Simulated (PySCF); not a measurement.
# Hartree-Fock beside MP2: AlBGeH3N

Calculated results; nothing here was measured. They come from PySCF 2.14.0, an open-source quantum chemistry program, on an isolated molecule that a program drew, which may never have been made. The molecule is AlBGeH3N (charge 0, singlet), drawn as the SMILES string `[Al][B]=[N][GeH3]`.

The geometry was optimised and harmonic frequencies were computed with HF and MP2, all in the cc-pV(D+d)Z basis, for the commonest isotopes, with a restricted reference for singlets and an unrestricted one otherwise, and a frozen core in MP2. Germanium has the cc-pVDZ-PP basis, with a core potential (ECP10MDF) in place of its 10 inner electrons, and its 3s, 3p and 3d shells are frozen in MP2. Each result is a local minimum of its method.

Geometry at the HF minimum:
```xyz
7
AlBGeH3N, angstrom
Al    0.1135    1.4825    2.6958
B     0.8236   -0.1439    1.3468
N     1.2216   -1.0558    0.5905
Ge    1.7989   -2.3785   -0.5061
H     1.1435   -3.6995   -0.0952
H     1.4169   -2.0426   -1.9498
H     3.3204   -2.5028   -0.3928
```

Lengths of the bonds as drawn, in Å (atoms numbered as above):
| bond | HF | MP2 |
|---|---|---|
| Al1-B2 | 2.229 | 2.206 |
| B2-N3 | 1.250 | 1.282 |
| N3-Ge4 | 1.813 | 1.843 |
| Ge4-H5 | 1.531 | 1.533 |
| Ge4-H6 | 1.531 | 1.533 |
| Ge4-H7 | 1.531 | 1.533 |

Rotational constants, in GHz:
| constant | HF | MP2 |
|---|---|---|
| A | 80.11 | 79.21 |
| B | 0.846 | 0.8319 |
| C | 0.846 | 0.8319 |

Harmonic frequencies in cm^-1, each column in rising order, so a row needn't be the same motion in every method:
| rank | HF | MP2 |
|---|---|---|
| 1 | 79 | 71 |
| 2 | 79 | 71 |
| 3 | 246 | 205 |
| 4 | 246 | 205 |
| 5 | 284 | 279 |
| 6 | 662 | 625 |
| 7 | 706 | 658 |
| 8 | 706 | 659 |
| 9 | 960 | 903 |
| 10 | 960 | 910 |
| 11 | 961 | 910 |
| 12 | 2039 | ? |
| 13 | 2220 | 2202 |
| 14 | 2220 | 2202 |
| 15 | 2251 | 2210 |

**Estimate the missing MP2 frequency from the HF column.**

A single factor s that minimises the squared misfit of MP2 against s times HF over the other rows is sum(HF x MP2) / sum(HF^2) = 0.9773, with an rms misfit of 27 cm^-1. For rank 12 it gives 0.9773 x 2039 = 1993 cm^-1. The calculation gives 1855 cm^-1, 138 cm^-1 below the estimate. The drawn bonds are on average 0.6 % longer in MP2 than in HF.
